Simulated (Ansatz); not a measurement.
All numbers were calculated with Ansatz.

CH$_{5}$FNSi (`[CH2][SiH](N)F`) radical. The species carries charge 0 and has multiplicity 2. Geometry: relaxed with PBE0-D4/def2-TZVP. It is one conformer, not always the lowest.

```xyz
9

C     1.176   -0.709   -0.686
Si   -0.234    0.411   -0.351
N    -0.945    0.010    1.139
F     0.354    1.905   -0.429
H     2.080   -0.373   -1.183
H     1.143   -1.771   -0.461
H    -1.314    0.368   -1.366
H    -1.869    0.332    1.377
H    -0.391   -0.174    1.959
```

What is the dipole moment at B3LYP/def2-TZVPP? (Best estimate.)

The calculation gave: 1.85 D, with components (-0.31, -1.37, 1.20) D in this frame, pointing from negative to positive charge.

And with PBE, r2SCAN, ωB97M-V? (An estimate is asked.)

The calculation gave: PBE 1.83 D, r2SCAN 1.85 D, ωB97M-V 1.84 D.

Give the Mulliken charges with B3LYP, r2SCAN, ωB97M-V in def2-TZVPP. (An estimate is asked.)

The calculation gave: 
| atom | B3LYP | r2SCAN | ωB97M-V |
| --- | --- | --- | --- |
| C1 | -0.36 | -0.33 | -0.41 |
| Si2 | 0.69 | 0.71 | 0.65 |
| N3 | -0.40 | -0.45 | -0.37 |
| F4 | -0.33 | -0.34 | -0.32 |
| H5 | 0.12 | 0.10 | 0.14 |
| H6 | 0.12 | 0.10 | 0.14 |
| H7 | -0.12 | -0.12 | -0.07 |
| H8 | 0.14 | 0.16 | 0.12 |
| H9 | 0.14 | 0.16 | 0.12 |

B3LYP here is the variant with VWN-RPA as its local correlation; programs differ in this.
